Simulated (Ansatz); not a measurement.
# Energy profile

The step: BHSF₂ ([F][B]([F])[SH]) + NH₃ → BNH₂F₂ ([NH2][B]([F])[F]) + H₂S; bonds formed: S2–H5; dative contacts that become bonds: B1–N6; bonds broken: B1–S2, H5–N6 (atoms numbered as in the saddle structure below).

```
atom    x (Å)    y (Å)    z (Å)
  B1  -0.6997   0.3267  -0.2352
  S2   1.3919   0.8095  -0.9818
  F3  -1.2804  -0.4262  -1.1812
  F4  -1.2465   1.5120   0.0662
  H5   1.0620  -0.0209   0.3112
  N6  -0.1118  -0.4374   0.9467
  H7   1.4707  -0.2980  -1.7368
  H8  -0.2937  -0.0330   1.8564
  H9  -0.2925  -1.4327   0.9544
```

Electronic energies by CCSD(T) at an estimated basis limit (MP2 extrapolated from triple and quadruple zeta, plus CCSD(T) − MP2 in triple zeta), on PBE0-D4/def2-TZVP structures; BNH$_{4}$SF$_{2}$, closed shell; no counterpoise correction. Ansatz 0.2.0; basis: def2-TZVPP and def2-QZVPP; cores frozen in the correlated methods. Extrapolation: Hartree–Fock as exp(−7.88 √X), correlation as X^−2.97.

Problem. Give the profile in eV, counted from the separated reactants. (Judge from chemistry; the value comes from the calculation.)

Solution. By the calculation:
```json
{"point": "separated: BHSF$_{2}$ (linked as [F][B]([F])[SH]; B1, S2, F3, F4, H7; singlet) + NH$_{3}$ (H5, N6, H8, H9; singlet)", "eV": "0.000"}
{"point": "start structure", "eV": "-0.729"}
{"point": "saddle", "eV": "0.584"}
{"point": "end structure", "eV": "-0.685"}
{"point": "separated: BNH$_{2}$F$_{2}$ (linked as [NH2][B]([F])[F]; B1, F3, F4, N6, H8, H9; singlet) + H$_{2}$S (S2, H5, H7; singlet)", "eV": "-0.543"}
```

No T1 diagnostic of these runs exceeds 0.013.

For scale, one of the runs: CCSD(T)/def2-TZVPP, 222 basis functions, launched by `ansatz run in.yaml --threads 4 --pin off --events-out ev --progress --plain --max-ram 9574MiB`. The run took 87 s on 4 CPU threads of an Arm Neoverse V2 (shared host), with 3.7 GiB of host memory at its peak.
